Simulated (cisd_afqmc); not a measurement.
Input (AFQMC/CISD/cc-pV(Q+d)Z; cisd_afqmc is a phaseless AFQMC code with CISD trial states that reads the integrals written by Ansatz): A basis named .json is the Basis Set Exchange file of that set.

Ansatz 0.2 input:
```python
import cisd_afqmc

open("ham.yaml", "w").write("""\
crystal:
  periodic: [false, false, false]
  atoms:
    - {symbol: P, position_ang: [0.00000000, 0.00000000, 0.00000000]}
basis:
  gaussian:
    orbitals: cc-pV_Q+d_Z.json
magnetization: {spin_polarized: true, initial_magnetization: 3}
correlation: {method: ccsd, electrons: outside_noble_gas, hamiltonian_folder: ham}
scf: {lower_state_search: full}
""")
rep = cisd_afqmc.ansatz("ham.yaml")
e_ccsd = rep["correlation"]["coupled_cluster"]["energy"]["hartree"]
out = cisd_afqmc.run("ham", e_ccsd, trial="CISD", walkers=100, populations=8, threads=8, dt=0.005, steps=40, early=24, settle=10, least=32,
    cut=5e-5, rank_cut=2e-4, target=0.0004, seconds=1500, seed=1, memory=17280, gpu=False)
```

Output:

```
orbitals 59, occupied [4, 1], factors 299 of 401, rank of the doubles 152 of 278
E(HF) = -340.718721
E(CCSD) on the cut factors = -340.823719, shift to the whole factors 0.000004
Energy of the trial state on the determinant = -340.823623
  tau behind 7.2 of longer steps, mean of the populations' last blocks
   2.0  -340.82906
   4.0  -340.82882
   6.0  -340.82898
   8.0  -340.82885
blocks 287 (1 outliers left out), error by blocks joined: 1: 0.00006, 2: 0.00008, 4: 0.00011, 8: 0.00014, 16: 0.00016
E(AFQMC/CISD) = -340.82890 +/- 0.00016
```
